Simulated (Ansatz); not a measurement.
Isolated molecules relaxed with PBE0-D4/def2-TZVP in Ansatz; ΔE leaves out vibrations. CBS: MP2 limit from def2 TZ/QZ plus the TZ coupled-cluster correction, frozen cores. For Se outer-core shells are correlated without core-valence functions, which leaves a few kJ/mol of doubt a bond. Scalar relativity is left out up to krypton. One conformer a species, not always the lowest.

Consider the isomerisation: `F[SiH]1CC[Se]1` → `C=C([SeH])[SiH2]F`.

```csv
species,SCS-MP2/def2-QZVPP energy (Eh)
`F[SiH]1CC[Se]1`,-2868.37525
`C=C([SeH])[SiH2]F`,-2868.32678
```

Problem. Work out ΔE.

Solution. ΔE = (-2868.32678) − (-2868.37525) = 0.04847 Eh = +30.4 kcal/mol. CCSD(T)/CBS gives +30.9 kcal/mol.

Largest T1 diagnostic among the species: 0.011.

From PBE to PBE0 (25 % exact exchange), in def2-TZVPP and without D4, ΔE moves by +2.4 kcal/mol. In def2-TZVPP, CCSD(T) changes the Hartree–Fock value by +3.2 kcal/mol (the triples alone add −0.1 kcal/mol) and MP2 by +6.0 kcal/mol.
